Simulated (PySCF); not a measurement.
**Trend along the halogens: MDy molecules**

MP2 with double-zeta basis sets in PySCF, for the lowest determinant that a PBE0 search found; no spin–orbit coupling. De refers to high-spin ground-configuration atoms.

```json
{"M": "F", "basis": "x2c-SVPall", "reference, frozen orbitals": "ROHF, 19", "state (unpaired electrons)": "sextet (f population 9.6)", "Re (Å)": "2.016", "ωe (cm⁻¹)": "547", "De (eV)": "n/a"}
{"M": "Cl", "basis": "x2c-SVPall", "reference, frozen orbitals": "ROHF, 23", "state (unpaired electrons)": "sextet (f population 9.7)", "Re (Å)": "2.446", "ωe (cm⁻¹)": "346", "De (eV)": "n/a"}
{"M": "Br", "basis": "x2c-SVPall", "reference, frozen orbitals": "ROHF, 27", "state (unpaired electrons)": "sextet (f population 9.8)", "Re (Å)": "2.605", "ωe (cm⁻¹)": "229", "De (eV)": "n/a"}
```

The shortest bond is that of DyF (2.016 Å), the longest that of DyBr (2.605 Å).

Down a group the atoms grow and get heavier, so bonds lengthen and wavenumbers fall; this series shows no clear exception.

Correlated steps freeze the inner cores (19 to 27 orbitals); shallow outer-core shells are correlated. These are scalar-relativistic numbers at best; spin–orbit coupling would shift them, the dissociation energy most. With d or f electrons several states lie close, and the lowest PBE0 determinant need not be the measured ground state.
